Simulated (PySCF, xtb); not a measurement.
CaF, SMILES [F][Ca+], charge +1.

Harmonic wavenumbers (cm⁻¹) from xtb with GFN2-xTB at its own minimum, in rising order: 359.

What does B3LYP-D3(BJ)/def2-TZVPD run with PySCF give at its own minimum? (Estimate from the structure and the level; the computed values follow.)

682. Paired by order, the mean absolute difference is 322 cm⁻¹ and the zero-point energies are 0.5 and 1.0 kcal/mol.
